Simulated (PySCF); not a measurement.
# Vibration and rotation of GeI⁺

RHF-CCSD(T) constants of GeI⁺, ¹Σ⁺ (singlet), closed shell (basis Ge def2-SVP, I def2-SVP with ECP28; scalar-relativistic core potentials; PySCF 2.14; masses 73.9212 and 126.9045 u):

```
ωe            : 300.4 cm⁻¹
ωexe          : 0.607 cm⁻¹
Be            : 0.061505 cm⁻¹
αe            : 0.000168 cm⁻¹
De to Ge⁺ + I : 3.55 eV
```

(1) What force constant and bond length do these constants imply?

(2) Estimate the centrifugal constant D from the Kratzer relation and find the Dunham coefficient a1.

Correlated steps freeze 13 core orbitals. Correlated levels converge slowly with the basis: in double zeta they bind strong bonds too weakly, by up to about 1 eV, and carry superposition errors of some tenths. Spin–orbit coupling is left out, which matters for elements this heavy, above all for dissociation energies. For an ion De counts to the pair picked by the measured ionisation energies or electron affinities, which need not be the lowest pair at this level. Where the molecule has an RHF reference, its open-shell atoms are computed with UHF.

Results:

(1) Reduced mass μred = 46.712 u; k = 5.8918×10⁻⁷·μred·ωe² (u, cm⁻¹, mdyn/Å) = 2.48 mdyn/Å; Re = √(16.8576/(μred·Be)) (u, cm⁻¹, Å) = 2.422 Å.

(2) D = 4Be³/ωe² = 1.03e-08 cm⁻¹; a1 = −1 − αeωe/(6Be²) = -3.22.
